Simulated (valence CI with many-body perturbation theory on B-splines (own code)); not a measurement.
# Ho XXXVII: electric-dipole lines

Calculated by relativistic CI+MBPT: three valence electrons over a frozen Dirac-Fock core [Ar] 3d10, a basis of 11 s, 11 p, 10 d, 8 f, 5 g, 2 h functions for each j, with the one-electron correlation potential Σ1 (screened to all orders), the two-electron term Σ2, the three-electron term Σ3, Breit, model QED; selected single and double excitations, second order for the rest, scaled by the run's own slope (own B-spline code, finite nucleus).

No measured spectrum was set against this ion. As an estimate, large intervals hold to a few tenths of a per cent, small ones and those within an open d or f shell to about a per cent.

Lines 151 to 200 of 532 in falling wavelength, among levels below 625.32 eV, chosen from the strongest by gf and those to the six lowest levels. Wavelengths and rates use the calculated energies. Electric multipoles are in the length gauge, E1 and E2 with the static RPA response of the core. Weak lines are less certain than strong ones. Lines between different terms over intervals too small for the method are left out, as are lines whose strength nearly cancels. Where a level lies close to another of its J and parity, the split of strength between their lines is uncertain. The highest levels of a list are the least certain.

Levels are named by their leading jj configuration (3d3/2^4 stands for four electrons in 3d with j = 3/2), which in mixed levels can hold well under half, so a name can repeat and another be missing. Letters in brackets count levels of one name in rising energy.

```
λ vac (Å)                          Upper                          Lower   A (s⁻¹)  S (a.u.) with core polarisation  S without
    85.46         (4s 4p3/2 4f7/2) J=3/2         (4s 4p3/2 4d5/2) J=1/2  1.59e+11                         1.96e-01   2.08e-01
    85.45     (4s 4d3/2 4d5/2) J=7/2 [a]     (4s 4p3/2 4d3/2) J=5/2 [a]  4.44e+10                         1.09e-01   1.16e-01
    85.41  (4p1/2 4p3/2 4f7/2) J=5/2 [a]  (4p1/2 4p3/2 4d5/2) J=5/2 [a]  1.26e+11                         2.32e-01   2.47e-01
    85.40         (4p3/2^2 4f7/2) J=11/2        (4s 4p3/2 4f7/2) J=11/2  1.11e+11                         4.10e-01   4.38e-01
    85.40          (4p3/2^2 4f5/2) J=7/2     (4s 4p3/2 4f5/2) J=5/2 [a]  1.33e+11                         3.27e-01   3.47e-01
    85.40  (4p1/2 4p3/2 4f7/2) J=5/2 [c]  (4p1/2 4p3/2 4d5/2) J=3/2 [b]  1.76e+11                         3.25e-01   3.43e-01
    85.34      (4p1/2 4p3/2 4d5/2) J=1/2          (4p1/2 4p3/2^2) J=1/2  3.03e+11                         1.86e-01   1.98e-01
    85.32     (4s 4p3/2 4d5/2) J=3/2 [b]             (4s^2 4d5/2) J=5/2  2.88e+11                         3.53e-01   3.76e-01
    85.32  (4p1/2 4p3/2 4f5/2) J=3/2 [a]  (4p1/2 4p3/2 4d5/2) J=3/2 [a]  7.93e+10                         9.72e-02   1.03e-01
    85.28  (4p3/2 4d3/2 4d5/2) J=7/2 [c]     (4s 4d3/2 4d5/2) J=5/2 [a]  7.22e+10                         1.77e-01   1.88e-01
    85.26      (4p1/2 4d3/2 4d5/2) J=1/2  (4p1/2 4p3/2 4d3/2) J=1/2 [a]  2.04e+11                         1.25e-01   1.33e-01
    85.25          (4p3/2^2 4f5/2) J=5/2         (4s 4d5/2^2) J=3/2 [a]  8.94e+10                         1.64e-01   1.74e-01
    85.21  (4p1/2 4p3/2 4d5/2) J=5/2 [a]     (4s 4p1/2 4d5/2) J=3/2 [a]  4.78e+10                         8.76e-02   9.29e-02
    85.14     (4s 4p3/2 4f7/2) J=7/2 [c]     (4s 4p3/2 4d5/2) J=5/2 [c]  5.35e+11                         1.30e+00   1.38e+00
    85.11  (4p1/2 4p3/2 4f7/2) J=5/2 [a]  (4p1/2 4p3/2 4d5/2) J=3/2 [a]  5.60e+10                         1.02e-01   1.08e-01
    85.09  (4p1/2 4p3/2 4d3/2) J=3/2 [a]     (4s 4p1/2 4d3/2) J=3/2 [a]  1.19e+11                         1.44e-01   1.54e-01
    85.02  (4p1/2 4p3/2 4f7/2) J=9/2 [a]  (4p1/2 4p3/2 4d5/2) J=7/2 [b]  4.14e+10                         1.25e-01   1.33e-01
    85.01      (4p3/2^2 4d5/2) J=5/2 [a]     (4s 4p3/2 4d5/2) J=7/2 [a]  1.16e+11                         2.10e-01   2.24e-01
    85.00  (4p1/2 4p3/2 4f7/2) J=7/2 [b]  (4p1/2 4p3/2 4d5/2) J=5/2 [b]  1.40e+11                         3.40e-01   3.60e-01
    84.97      (4p1/2 4p3/2 4f7/2) J=3/2      (4p1/2 4p3/2 4d5/2) J=1/2  2.51e+11                         3.03e-01   3.21e-01
    84.94         (4s 4d5/2 4f5/2) J=7/2     (4s 4p3/2 4f5/2) J=5/2 [a]  1.45e+11                         3.50e-01   3.72e-01
    84.92          (4p1/2^2 4f7/2) J=7/2          (4p1/2^2 4d5/2) J=5/2  1.04e+11                         2.51e-01   2.64e-01
    84.88  (4p3/2 4d3/2 4d5/2) J=7/2 [c]          (4p3/2^2 4d3/2) J=7/2  4.55e+10                         1.10e-01   1.16e-01
    84.86          (4p1/2 4d5/2^2) J=3/2     (4s 4p1/2 4f5/2) J=5/2 [a]  1.70e+11                         2.05e-01   2.18e-01
    84.81  (4p1/2 4p3/2 4f7/2) J=5/2 [b]  (4p1/2 4p3/2 4d5/2) J=5/2 [b]  1.20e+11                         2.17e-01   2.30e-01
    84.79         (4s 4p1/2 4d3/2) J=1/2     (4s 4p1/2 4p3/2) J=3/2 [a]  7.28e+09                         4.38e-03   4.66e-03
    84.75         (4s 4p3/2 4d5/2) J=1/2             (4s 4p3/2^2) J=1/2  3.13e+11                         1.88e-01   2.00e-01
    84.74  (4p1/2 4p3/2 4d5/2) J=7/2 [b]     (4s 4p1/2 4d5/2) J=5/2 [a]  1.18e+11                         2.84e-01   3.01e-01
    84.74  (4p1/2 4p3/2 4d3/2) J=1/2 [a]     (4s 4p1/2 4d3/2) J=3/2 [a]  2.27e+11                         1.36e-01   1.45e-01
    84.73          (4p3/2 4d5/2^2) J=5/2     (4s 4d3/2 4d5/2) J=7/2 [a]  1.20e+11                         2.16e-01   2.30e-01
    84.73         (4s 4p1/2 4p3/2) J=1/2             (4s^2 4p1/2) J=1/2  3.54e+11                         2.12e-01   2.27e-01
    84.70  (4p1/2 4p3/2 4f7/2) J=7/2 [a]  (4p1/2 4p3/2 4d5/2) J=7/2 [b]  4.33e+10                         1.04e-01   1.11e-01
    84.70     (4s 4p1/2 4d5/2) J=5/2 [a]     (4s 4p1/2 4p3/2) J=3/2 [a]  1.16e+11                         2.08e-01   2.22e-01
    84.69             (4s 4p3/2^2) J=1/2             (4s^2 4p3/2) J=3/2  2.49e+11                         1.49e-01   1.59e-01
    84.68          (4p3/2^2 4d5/2) J=3/2     (4s 4p3/2 4d5/2) J=5/2 [c]  2.24e+11                         2.68e-01   2.86e-01
    84.68     (4s 4p3/2 4f7/2) J=7/2 [c]             (4s^2 4f7/2) J=7/2  1.63e+11                         3.91e-01   4.17e-01
    84.61     (4s 4p1/2 4d5/2) J=5/2 [c]     (4s 4p1/2 4p3/2) J=3/2 [b]  3.03e+11                         5.44e-01   5.79e-01
    84.58  (4p1/2 4p3/2 4d5/2) J=3/2 [a]     (4s 4p1/2 4d5/2) J=5/2 [a]  9.30e+10                         1.11e-01   1.18e-01
    84.53     (4s 4d3/2 4f7/2) J=5/2 [a]          (4p3/2^2 4d5/2) J=7/2  7.49e+10                         1.34e-01   1.42e-01
    84.53     (4s 4d3/2 4f7/2) J=9/2 [b]      (4p3/2^2 4d5/2) J=9/2 [a]  9.01e+10                         2.69e-01   2.85e-01
    84.50     (4s 4d3/2 4d5/2) J=5/2 [c]     (4s 4p3/2 4d3/2) J=3/2 [b]  7.57e+10                         1.35e-01   1.44e-01
    84.50      (4p1/2 4p3/2 4f7/2) J=3/2  (4p1/2 4p3/2 4d5/2) J=3/2 [b]  8.51e+10                         1.01e-01   1.08e-01
    84.38         (4s 4d5/2^2) J=3/2 [b]     (4s 4p3/2 4d5/2) J=3/2 [b]  1.41e+11                         1.67e-01   1.78e-01
    84.36             (4s 4d5/2^2) J=1/2     (4s 4p3/2 4d5/2) J=3/2 [b]  4.65e+11                         2.75e-01   2.93e-01
    84.29  (4p1/2 4p3/2 4d5/2) J=5/2 [a]     (4s 4p1/2 4d5/2) J=5/2 [a]  9.13e+10                         1.62e-01   1.72e-01
    84.29     (4s 4d3/2 4f7/2) J=9/2 [a]          (4p3/2^2 4d3/2) J=7/2  5.16e+10                         1.53e-01   1.62e-01
    84.28     (4s 4p3/2 4f7/2) J=7/2 [a]     (4s 4p3/2 4d5/2) J=7/2 [a]  1.72e+11                         4.07e-01   4.34e-01
    84.27          (4p1/2 4d5/2^2) J=7/2  (4p1/2 4p3/2 4d5/2) J=7/2 [a]  1.64e+11                         3.87e-01   4.11e-01
    84.12         (4s 4d5/2^2) J=3/2 [a]     (4s 4p3/2 4d5/2) J=3/2 [a]  1.34e+11                         1.57e-01   1.67e-01
    84.08     (4s 4p1/2 4d5/2) J=3/2 [b]         (4s 4p1/2 4p3/2) J=1/2  3.57e+11                         4.19e-01   4.46e-01
```
